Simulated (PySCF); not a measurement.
Part of a log for Al2F4H2 ((F2Al-mu-H)2): ground state, then the species with a core hole.

Level of theory: delta-SCF UKS SCAN, pcX-2 on the ionised atom, pcseg-1 elsewhere, spin-free X2C (PySCF). The program numbers atoms from 0. The cycles run on a coarse integration grid; for E(ground) and E(ion) the exchange–correlation energy is redone on a finer one, so they differ from the last cycle, and only they enter the binding energy.

Coordinates (Å, PBE0-D3(BJ)/def2-SVP):
```
Al    -0.617745    -1.018671     0.412086
F     -0.097209    -1.742149     1.801766
F     -1.922429    -1.532236    -0.459162
H     -0.685912     0.697338     0.620460
Al     0.653067     0.998919    -0.433299
F      0.132751     1.718379    -1.825018
F      1.955062     1.511763     0.441855
H      0.720644    -0.718993    -0.642398
```

```
ground state, core basis on atom 1 (F), 133 functions
  cycle   1  E = -886.74280697  |g| = 1.22e-01
  cycle   2  E = -886.74218090  |g| = 8.38e-02
  cycle   3  E = -886.74240559  |g| = 7.28e-02
  cycle   4  E = -886.74311536  |g| = 2.23e-03
  cycle   5  E = -886.74311584  |g| = 8.10e-04
  cycle   6  E = -886.74311236  |g| = 2.67e-04
  E(ground) = -886.78572717 Eh
hole in F 1s of atom 1
  cycle   1  E = -860.39576297  |g| = 2.58e+00
  cycle   2  E = -860.47656105  |g| = 2.05e+00
  cycle   3  E = -861.25985137  |g| = 2.81e-01
  cycle   4  E = -861.24923519  |g| = 3.01e-01
  cycle   5  E = -861.27915497  |g| = 2.45e-02
  cycle   6  E = -861.27932157  |g| = 1.19e-02
  cycle   7  E = -861.27935890  |g| = 5.04e-03
  cycle   8  E = -861.27936748  |g| = 9.46e-04
  cycle   9  E = -861.27936959  |g| = 3.68e-04
  E(ion) = -861.33016176 Eh   <S^2> = 0.7565   hole on atom = 1.000
```

**Question.** What is the F 1s binding energy of atom 1?

**Answer.** (-861.330162 − (-886.785727)) Eh × 27.2114 eV/Eh = 692.68 eV, for the fluorine bonded to Al.

```
ground state, core basis on atom 0 (Al), 144 functions
  cycle   1  E = -886.58233756  |g| = 1.10e+00
  cycle   2  E = -885.88280073  |g| = 2.34e+00
  cycle   3  E = -886.78178762  |g| = 4.27e-02
  cycle   4  E = -886.78222895  |g| = 1.17e-02
  cycle   5  E = -886.78225991  |g| = 6.32e-03
  cycle   6  E = -886.78226615  |g| = 3.18e-03
  cycle   7  E = -886.78226805  |g| = 4.14e-04
  E(ground) = -886.78554753 Eh
hole in Al 1s of atom 0
  cycle   1  E = -828.11584083  |g| = 3.97e+00
  cycle   2  E = -828.39677155  |g| = 1.97e+00
  cycle   3  E = -828.76183935  |g| = 9.24e-01
  cycle   4  E = -829.04162945  |g| = 3.89e-01
  cycle   5  E = -829.08520472  |g| = 8.06e-02
  cycle   6  E = -829.08946333  |g| = 1.49e-02
  cycle   7  E = -829.08954842  |g| = 1.05e-02
  cycle   8  E = -829.08958125  |g| = 3.02e-03
  cycle   9  E = -829.08958331  |g| = 4.17e-04
  E(ion) = -829.09794433 Eh   <S^2> = 0.7517   hole on atom = 1.000
```

**Question.** What is the Al 1s binding energy of atom 0?

**Answer.** (-829.097944 − (-886.785548)) Eh × 27.2114 eV/Eh = 1569.76 eV, for the aluminium bonded to 2 F and 2 H.

The ground state is recomputed for each atom, because the flexible core basis sits on the ionised atom alone; energies of different blocks can't be mixed. Isolated species at its PBE0-D3(BJ)/def2-SVP geometry, gas phase.

The run took 10 s of wall time on one thread, Arm Neoverse V2 (aarch64), shared host, and the process peaked at 0.48 GiB of memory.
Labels such as C1 count atoms from 1, the log's own numbers from 0.
